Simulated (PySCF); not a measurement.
Gas-phase reaction: SnCl4 + 6 H ⇌ SnH3Cl + 3 HCl

Energies from PySCF (xtb for GFN2), thermal terms from the rigid-rotor harmonic-oscillator model, ideal gas at 1 bar. † marks an energy on the PBE0/def2-TZVP geometry and frequencies; other levels use their own. CCSD(T) freezes the core. Open shells (unrestricted): H (multiplicity 2); the rest are closed-shell singlets. GFN2 has no spin-polarisation term. Sn: scalar-relativistic def2 core potential, no spin-orbit coupling. SnH3Cl: computed as isolated molecules; such fragments, hydroxides, amides, oligomers or adducts are transient or little studied in the gas. CCSD(T) isn't extrapolated to the basis-set limit; its ΔH°(298 K) is -1058.4 kJ in def2-SVP and -1110.8 kJ in def2-TZVPP. The harmonic model lacks anharmonicity and excited electronic states, which grow with temperature; levels with a mode under 35 cm⁻¹ are left out. Soft modes under 120 cm⁻¹ make the harmonic entropy rough for SnCl4.

```tsv
level	ΔE electronic, kJ	ΔH°(298 K), kJ	ΔS°(298 K), J/K	ΔG°(2500 K), kJ
CCSD(T)/def2-TZVPP†	-1187	-1111	-220	-387
GFN2-xTB	-1386	-1325	-233	-578
HF/def2-TZVP†	-880	-803	-220	-80
M06-2X/def2-TZVP†	-1113	-1037	-220	-313
PBE/def2-SVP	-1101	-1028	-222	-302
PBE0/def2-QZVP†	-1138	-1062	-220	-339
PBE0/def2-SVP†	-1118	-1042	-220	-319
r2SCAN/def2-TZVP†	-1138	-1062	-220	-338
```
ΔH° is lowest at GFN2-xTB and highest at HF/def2-TZVP†. No reference value is set beside these.
